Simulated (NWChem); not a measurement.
## Atomisation of iodoethane (C2H5I)

```
C
H 1 1.0972
H 1 1.0972 2 109.18
C 1 1.5154 2 112.85 3 126.36
H 4 1.1004 1 111.80 2 57.06
H 4 1.1004 5 108.21 1 -123.55
H 4 1.1048 5 107.89 6 -116.49
I 1 2.1966 2 104.22 3 -110.88
```
Charge 0, spin multiplicity 1.

All runs are NWChem calculations. All single points use one geometry, from B3LYP/def2-SVP with def2 effective core potentials on I, held to Cs symmetry and with no frequency check, so it may be a saddle point.

Basis set: def2-TZVP. The atomisation energy is electronic alone: no zero-point, thermal, spin-orbit or counterpoise terms. No value is extrapolated to the basis-set limit. Free atoms are single determinants with multiplicities C 3, I 2, H 2. Correlated methods freeze the same cores in atoms and molecule, 6 orbitals in all.

```tsv
method	atomisation energy (kcal/mol)	relative cost
HF	498.2	1
B3LYP	662.1	under 3
PBE0	668.0	under 3
PBE	676.2	under 3
M06-2X	659.3	under 3
MP2	650.7	under 3
CAM-B3LYP	664.6	10
```

The values span 178.0 kcal/mol, from HF (lowest) to PBE (highest). Relative cost: rough, from shared machines, SCF included, HF = 1. Costs are the molecule's.

Effective core potentials replace the inner electrons of I; spin-orbit coupling is left out. B3LYP has NWChem's definition, with VWN1-RPA local correlation. GW and range-separated runs recompute their integrals, the others keep them in memory, which bears on the times. No SCF solution was tested for a lower state. Open-shell Hartree-Fock references start from PBE0 orbitals; any time given for them includes that run.
